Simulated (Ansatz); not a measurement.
```yaml
crystal:
  periodic: [false, false, false]
  atoms:
    - {symbol: Al, position_ang: [-1.784811, -0.134793, 1.102234]}
    - {symbol: Ga, position_ang: [-2.840108, -2.407116, 0.520389]}
    - {symbol: Ga, position_ang: [-0.161835, -0.402929, -0.849069]}
    - {symbol: Ga, position_ang: [0.030914, -3.759112, 0.425025]}
    - {symbol: Ga, position_ang: [-1.277551, -2.688714, -1.483491]}
    - {symbol: Ga, position_ang: [1.068391, -1.507136, 1.092512]}
basis:
  gaussian: {orbitals: def2-TZVPD}
total_charge: -1
magnetization: {spin_polarized: true, initial_magnetization: 1}
hamiltonian: {xc: pbe0, dispersion: d4}
scf: {omitted_lower_state_checks: [starts]}
output: {orbitals: {seedname: orbitals}}
```

```sh
$ ansatz run in.yaml --threads 4 --pin off --events-out ev --progress --plain --max-ram 4787MiB
```

(1) Does this run fit into the memory that it is given?

Results:

(1) No. It has 313 basis functions, and Ansatz plans for 5.15 GiB where 4.67 GiB are given.
